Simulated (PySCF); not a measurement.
In(I)3 anion (I3In), SMILES [I][In]([I])[I] (connectivity only; charge and spin as stated), charge -1, multiplicity 2.

Geometry optimised at r2SCAN-D4/def2-SVPD. The multiplicity is an assumed one; no other spin state was optimised. The isomer is the one that the SMILES or the coordinates give; other isomers of the formula were not compared. The def2 effective core potentials stand for the cores of I, In; spin–orbit coupling is left out.

All values below come from PySCF with C-PCM-PBE0/def2-SVPD.

The values are the electrostatic part of the solvation free energy, E(continuum) − E(gas) at the gas-phase geometry, in a cavity of scaled van der Waals radii (PySCF's table); cavitation and dispersion terms are not included. A continuum can't describe solvent molecules that bind to the metal.

Problem. Estimate the values in water (ε = 78.36), acetonitrile (ε = 35.69), acetone (ε = 20.49). (An estimate is asked for; the answer gives what the named calculation found.)

Solution. 
| solvent | ε | ΔG(elec) (kcal/mol) |
|---|---|---|
| water | 78.36 | -40.7 |
| acetonitrile | 35.69 | -40.0 |
| acetone | 20.49 | -39.1 |
